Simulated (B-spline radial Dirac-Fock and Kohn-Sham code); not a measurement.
# Relativistic shifts of the levels of Ag⁷⁺

System: Ag⁷⁺ in the configuration 1s2 2s2 2p6 3s2 3p6 3d10 4s2 4p6 4d4.

Both columns are ΔSCF binding energies of the configuration average from a radial finite-basis atomic code: non-relativistic Hartree-Fock with a point nucleus, and Dirac-Fock with a finite nucleus and the Coulomb interaction alone, averaged over the two j levels with weights 2j+1.

| shell | Hartree-Fock (eV) | Dirac-Fock (eV) | shift (eV) | shift (%) |
| --- | --- | --- | --- | --- |
| 1s | 24937.7 | 25732.1 | +794.35 | +3.19 |
| 2s | 3770.1 | 3961.9 | +191.81 | +5.09 |
| 2p | 3503.3 | 3557.1 | +53.87 | +1.54 |
| 3s | 821.1 | 860.2 | +39.10 | +4.76 |
| 3p | 712.7 | 724.1 | +11.40 | +1.60 |
| 3d | 513.5 | 507.6 | -5.95 | -1.16 |
| 4s | 222.1 | 229.8 | +7.78 | +3.50 |
| 4p | 183.2 | 185.1 | +1.96 | +1.07 |
| 4d | 124.4 | 123.3 | -1.06 | -0.85 |

Relativity binds 1s, 2s, 2p, 3s, 3p, 4s, 4p more strongly, among those listed most of all 2s in relative terms, and 3d, 4d more weakly, because the contracted s and p shells screen the nucleus better.

Values without a named source are computed, but for edge energies of neutral atoms, which are taken from tables.
